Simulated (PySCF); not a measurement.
**Quadrupole coupling of 2-fluoropyridine: levels of theory against gas-phase measurements**

Values to reproduce (atoms as numbered below): 14N at N7: χzz = -4.477 MHz [1].
[1] measured, gas; W. C. Bailey, Calculation of NQCC in Gaseous State Molecules (compilation of microwave values)

Species: 2-fluoropyridine, C₅H₄FN.
Cartesian coordinates in Å at the GFN2-xTB level; atoms count from 1:
```
atom  x, y, z in Å
F1    -2.031   -1.842   -0.016
C2    -0.988   -1.001   -0.008
C3    -1.227    0.366   -0.034
C4    -0.116    1.191   -0.024
C5     1.149    0.621    0.012
C6     1.250   -0.760    0.036
N7     0.197   -1.561    0.025
H8    -2.235    0.747   -0.060
H9    -0.236    2.264   -0.045
H10    2.035    1.236    0.023
H11    2.209   -1.259    0.064
```

Problem. What do the calculations give?

Solution. PySCF, non-relativistic, all at one geometry, with Q(14N) = 0.02044 b:

```csv
level,functions,14N N7 (MHz),computed/reference − 1 (%)
B3LYP/pcJ-1,229,-5.067,+13.2
PBE0/pcSseg-1,139,-5.030,+12.4
```

Closest here is PBE0/pcSseg-1 (12.4 % unsigned error), furthest B3LYP/pcJ-1 (13.2 %); one molecule doesn't rank methods. Computed values are for fixed nuclei, while measured ones can include vibrational averaging. GFN2-xTB bond lengths can be off by several hundredths of an ångström, more for odd bonds, and the gradients follow them.
